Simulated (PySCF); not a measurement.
**Ca⁻: fine-structure interval**

Ca⁻ [Ar] 3d1 4s2 [3d3/2^1, M_J = 3/2] → Ca⁻ [Ar] 3d1 4s2 [3d5/2^1, M_J = 5/2], as a difference of total energies. Computed with PySCF 2.14 in x2c-SVPall-2c with one added diffuse shell of s type (6s5p2d, 31 functions), with the two-component X2C-1e Hamiltonian. Correlated levels: [Ne] frozen; the 6 highest virtual spinors dropped. "Screened" scales the spin-orbit matrix elements by Boettger's factors to mimic the two-electron term; Breit and QED terms are absent.

| method | fine-structure interval (cm⁻¹) |
| --- | --- |
| GHF (screened spin-orbit) | -425.29 |
| GMP2 (screened spin-orbit) | 587.25 |
| GHF (bare spin-orbit) | -387.01 |

The configuration of this anion was assumed by filling the next shell in order. It is not the known or likely ground configuration (Ca⁻, Sr⁻ and Ba⁻, for instance, bind a p electron), so these values are not the electron affinity of the element.

GHF and GMP2 differ strongly here because the two determinants are spin-polarised to different degrees; the interval is a small difference of such terms.

The determinant of the lower state mixes levels of different J (the jj label is only the starting occupation), so the difference between spin-free and spin-orbit rows is not the physical spin-orbit shift.
